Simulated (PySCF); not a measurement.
C₃H₈Se.

```xyz
12

Se     0.0675     0.2733     0.7092
C     -1.3069     1.1973    -0.3413
H     -1.5876     2.0976     0.2226
H     -2.1921     0.5563    -0.4604
H     -0.9215     1.4973    -1.3251
C      0.2602    -1.3080    -0.4552
C      0.8951    -1.0246    -1.8095
H     -0.7367    -1.7639    -0.5595
H      0.8753    -2.0037     0.1363
H      1.8961    -0.5818    -1.6940
H      0.2860    -0.3266    -2.4048
H      0.9942    -1.9558    -2.3936
```

The structure is a stationary point at B3LYP-D3(BJ)/def2-SVP. Other conformers were not sampled.

Computed with PySCF with PBE/pcSseg-1. Non-relativistic, no solvent.

Task: Give the absolute GIAO shielding of each atom: isotropic value and principal components (ppm). (Estimate from the structure and the level; the computed values follow.)

Result: 
```csv
atom,σ(iso),σ11,σ22,σ33,span
Se1,1501.7,1219.0,1357.0,1929.1,710.1
C2,165.4,146.5,164.5,185.2,38.6
H3,29.6,24.3,26.4,38.1,13.8
H4,29.5,24.2,26.7,37.7,13.6
H5,28.9,22.9,27.4,36.4,13.5
C6,146.1,132.5,140.8,164.9,32.4
C7,162.7,139.5,167.0,181.7,42.2
H8,28.7,22.3,28.4,35.4,13.1
H9,29.0,22.7,27.7,36.5,13.8
H10,30.1,26.1,28.4,35.9,9.8
H11,29.8,24.8,29.9,34.5,9.7
H12,29.7,24.7,26.9,37.6,12.8
```
